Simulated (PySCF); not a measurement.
Two-dimensional NMR puzzle

Compound of formula C6H7N. Correlations simulated from computed shifts and the bond graph:

HSQC (one-bond C–H):
```tsv
δH	δC
6.13	117.4
3.14	22.7
1.26	6.3
1.16	4.4
```

COSY cross peaks (H two or three bonds apart, from the bond graph; peaks can be absent where the dihedral angle is near 90°):
```tsv
δH	δH
6.13	3.14
1.26	1.16
```

HMBC (two and three bonds, from the bond graph):
```tsv
δH	δC
6.13	135.6, 121.9, 22.7, 6.3, 4.4
3.14	135.6, 121.9, 117.4
1.26	135.6, 117.4, 4.4
1.16	135.6, 117.4, 6.3
```

Carbons without hydrogens: δ 135.6, 121.9.

In vacuum, a single conformation, non-relativistic Hamiltonian, rapidly exchanging positions averaged. Structure optimised with GFN2-xTB; shielding tensors at PBE0/pcSseg-1 (GIAO); PySCF.

Referencing at the same level of theory: TMS for $^{1}$H, $^{13}$C.

Exchangeable hydrogens are left out of these lists.

Problem. Which molecule is this?

Solution. `C(C#N)C=C1CC1`.

Mapped SMILES: `[N:1]#[C:2][CH2:3][CH:4]=[C:5]1[CH2:6][CH2:7]1` (H(Xn): hydrogen on atom n).

δC 135.6 is C5, a fully substituted alkene carbon. δC 121.9 is C2, a nitrile carbon. δC 117.4 is C4, an alkene CH (δH 6.13). δC 22.7 is C3, an allylic sp3 CH2 (δH 3.14). δC 6.3 is C7, a three-membered-ring carbon (δH 1.26). δC 4.4 is C6, a three-membered-ring carbon (δH 1.16). HMBC from δH 6.13 reaches the proton-free carbons C5, C2. HMBC from δH 3.14 reaches the proton-free carbons C5, C2. HMBC from δH 1.26 reaches the proton-free carbon C5. HMBC from δH 1.16 reaches the proton-free carbon C5. COSY links 6.13–3.14, 1.26–1.16.

The data come from this structure; uniqueness wasn't tested.

Shifts are as computed. Against solution values, carbons near 30 ppm lie about +3 ppm off and those near 130 ppm about +5 ppm. Of 1211 compounds with measured shifts, 218 miss one by over three times the rms of a fit or turn the order of signals round; such compounds aren't used in these exercises.
